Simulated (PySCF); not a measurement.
GaF2I, SMILES [F][Ga]([F])[I].

Coordinates come from a B3LYP-D3(BJ)/def2-SVP optimisation. The def2 effective core potentials stand for the cores of I; spin–orbit coupling is left out.

Computed with CAM-B3LYP/def2-TZVPD (PySCF).

Computed frontier levels, gap, dipole moment and polarisability:
| Quantity | Value |
|---|---|
| highest occupied level | -9.88 eV |
| lowest empty level | -1.66 eV |
| orbital gap | 8.22 eV |
| dipole moment | 2.21 D |
| quadrupole, principal values (traceless, Buckingham form, about the centre of nuclear charge) | -6.03, -2.59, 8.62 D·Å |
| mean static polarisability | 59.7 bohr³ (8.84 Å³) |
| polarisability, principal values | 48.1, 54.1, 76.9 bohr³ |
